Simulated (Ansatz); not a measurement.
Program: Ansatz. Geometries: PBE0-D4/def2-TZVP. ΔE: electronic, gas phase. CBS: MP2 limit from def2 TZ/QZ plus the TZ coupled-cluster correction, frozen cores. This one scheme is used for every species. Functionals use def2-TZVPP. One conformer a species, not always the lowest.

Reaction (cleavage of the Al–Si bond): `[F][Al]([SiH3])[Cl]` + `O[Si](O)(O)O` → `O[Si](O)(O)[O][Al]([F])[Cl]` + SiH₄

CCSD(T)/CBS gives -144.4 kJ/mol.

(1) Another level gave -142.0 kJ/mol. Which?
A. HF/def2-TZVPP
B. SCS-MP2/def2-TZVPP
C. r2SCAN0/def2-TZVPP
D. CCSD/def2-TZVPP

Largest T1 diagnostic among the species: 0.012.

Results:

(1) C. r2SCAN0 -142.0, CCSD/def2-TZVPP -149.0, HF/def2-TZVPP -164.7, SCS-MP2/def2-TZVPP -156.7 kJ/mol.

Leaving LDA and LC-ωPBE aside and taking each functional with its dispersion term where it has one, the values, not all of them listed here, spread over 38.4 kJ/mol, from BHLYP-D4 to PBE-D4. At CCSD(T), def2-SVP lies −9.1 kJ/mol from the extrapolated value and def2-TZVPP −1.7 kJ/mol. In def2-TZVPP, CCSD(T) changes the Hartree–Fock value by +18.6 kJ/mol (the triples alone add +2.9 kJ/mol) and MP2 by +10.7 kJ/mol.
